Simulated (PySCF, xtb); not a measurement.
MoCl4H2, SMILES [Cl][MoH2]([Cl])([Cl])[Cl], multiplicity 1.

Harmonic wavenumbers (cm⁻¹) from GFN2-xTB run with xtb 6.7.1 at its own minimum, in rising order: 69, 135, 141, 151, 167, 202, 273, 290, 298, 602, 735, 880, 1138, 1872, 1875.

Task: What does PBE-D3(BJ)/def2-SVP (PySCF) give at its own minimum? (An estimate is asked for; the answer gives what the named calculation found.)

Result: 88, 125, 130, 145, 152, 338, 364, 388, 394, 537, 685, 774, 1017, 2013, 2031. Paired by order, the mean absolute difference is 75 cm⁻¹ and the zero-point energies are 12.6 and 13.1 kcal/mol.
